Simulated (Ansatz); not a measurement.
Program: Ansatz. Geometries: PBE0-D4/def2-TZVP. ΔE: electronic, gas phase. CCSD(T)/CBS is the MP2 limit (def2-TZVPP, def2-QZVPP) plus CCSD(T) − MP2 in def2-TZVPP, frozen cores. This one scheme is used for every species. Functionals use def2-TZVPP. For Ge outer-core shells are correlated without core-valence functions, which leaves a few kJ/mol of doubt a bond. Scalar relativity is left out up to krypton.

Consider the cleavage of the Ge–Al bond: `[Cl][Al]([Cl])[GeH3]` + `BS` → `B[S][GeH3]` + `[Cl][AlH][Cl]`.

```csv
level,ΔE (kJ/mol)
B97M-V,-16.2
PBE,3.2
HF/def2-SVP,-13.0
CCSD(T)/def2-TZVPP,-5.9
```

Question: What does CCSD(T)/CBS give? (An estimate is asked.)

Answer: The calculation gave: -5.5 kJ/mol. The listed levels differ from it by -10.7, 8.7, -7.5, -0.4 kJ/mol.

Largest T1 diagnostic among the species: 0.015.

From PBE to PBE0 (25 % exact exchange), in def2-TZVPP and without D4, ΔE moves by −3.3 kJ/mol. In def2-TZVPP, CCSD(T) changes the Hartree–Fock value by +10.4 kJ/mol (the triples alone add −0.1 kJ/mol) and MP2 by +3.6 kJ/mol. Leaving LDA and LC-ωPBE aside and taking each functional with its dispersion term where it has one, the values, not all of them listed here, spread over 18.4 kJ/mol, from B97M-V to PBE-D4.
